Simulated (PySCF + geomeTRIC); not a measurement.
Species: C3H9Al, SMILES `[CH3][Al]([CH3])[CH3]` (charge 0, multiplicity 1).

### Question
Give a relaxed geometry from M06-2X/def2-TZVP in PySCF + geomeTRIC.

### Answer
the end point of this relaxation (outside a Z-matrix the atoms follow the SMILES, hydrogens last).
Z-matrix (Å, degrees):
```
Al
C 1 1.9551
H 2 1.0907 1 113.38
H 2 1.0935 3 107.96 1 123.42
H 2 1.0942 3 107.62 4 114.06
C 1 1.9552 2 119.92 3 174.99
H 6 1.0908 1 113.30 2 8.00
H 6 1.0932 7 108.06 1 -123.74
H 6 1.0945 7 107.47 8 -114.09
C 1 1.9552 2 120.06 3 -5.15
H 10 1.0908 1 113.29 2 174.35
H 10 1.0934 11 108.00 1 123.57
H 10 1.0943 11 107.55 12 114.08
```
